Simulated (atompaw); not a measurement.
**Logarithmic derivatives: rhenium (Re), PAW (atompaw)**

- Element: rhenium (Re)
- Generator: atompaw 4.2.0.5
- Type: PAW
- Functional: PBEsol
- Relativity: scalar-relativistic
- Frozen core: [Kr] 4d10
- Valence charge: 29
- Reference configuration: 4f14 5s2 5p6 5d5.5 6s1.5 6p0
- Partial waves: 5s (bound): rc 1.15 bohr; 6s (bound): rc 2.05 bohr; 5p (bound): rc 2.05 bohr; 6p (bound, empty): rc 2.05 bohr; 5d (bound): rc 2.05 bohr; 5d channel at 1.3 Ry: rc 2.05 bohr; 4f (bound): rc 0.85 bohr; 4f channel at -1.7 Ry: rc 0.85 bohr
- Local potential: troulliermartins scheme with l = 4 at 1 Ry, radius 1.95 bohr
- Core correction: smooth core density matched at 1.15 bohr
- Augmentation charge: besselshape compensation charge, radius 1.60 bohr; PAW radius 2.05 bohr; waves and projectors: modrrkj vanderbiltortho

The phase is arctan(r·u′/u) with u = r·R(r), unwrapped; energies in Ry, scanned from -8 to 5 Ry. A pole is an energy at which the radial function vanishes at the test radius. The pseudo phase is shifted by a multiple of π to meet the all-electron one at the reference energy, and phase errors are pseudo minus all-electron; the curves can meet again beyond the range given. Levels narrower than the energy grid can be missing from the lists of poles.

| channel | radius (bohr) | reference energy (Ry) | poles, all-electron | poles, pseudo | unbroken range about the reference energy with phases within 0.05 rad | phase error 1 Ry above the reference energy (rad) |
| --- | --- | --- | --- | --- | --- | --- |
| s | 2.06 | -0.41 | -6.01 | -6.01, 4.72 | below 4.1 | -0.011 |
| p | 2.06 | -0.08 | -2.91 | -2.91, 0.62 | below 0.5 | -3.107 |
| d | 2.06 | -0.34 | 1.26 | none | -0.4 to -0.3 | +0.287 |
| f | 2.06 | -3.03 | -3.00 | -3.00 | the whole range | +0.000 |

Phases in the p channel:

```csv
E (Ry),all-electron,pseudo
-8.00,1.373,1.372
-7.52,1.363,1.362
-7.04,1.351,1.351
-6.56,1.337,1.336
-6.08,1.319,1.317
-5.60,1.293,1.291
-5.12,1.253,1.252
-4.64,1.180,1.178
-4.16,0.982,0.979
-3.68,-0.326,-0.330
-3.20,-1.439,-1.439
-2.72,-1.620,-1.621
-2.24,-1.696,-1.697
-1.76,-1.745,-1.746
-1.28,-1.786,-1.787
-0.80,-1.827,-1.827
-0.32,-1.871,-1.871
0.16,-1.926,-1.926
0.64,-1.998,-4.988
1.12,-2.102,-5.205
1.60,-2.267,-5.340
2.08,-2.553,-5.549
2.56,-3.041,-5.891
3.04,-3.619,-6.383
3.52,-4.019,-6.857
4.00,-4.245,-7.172
4.48,-4.379,-7.363
4.96,-4.465,-7.483
```
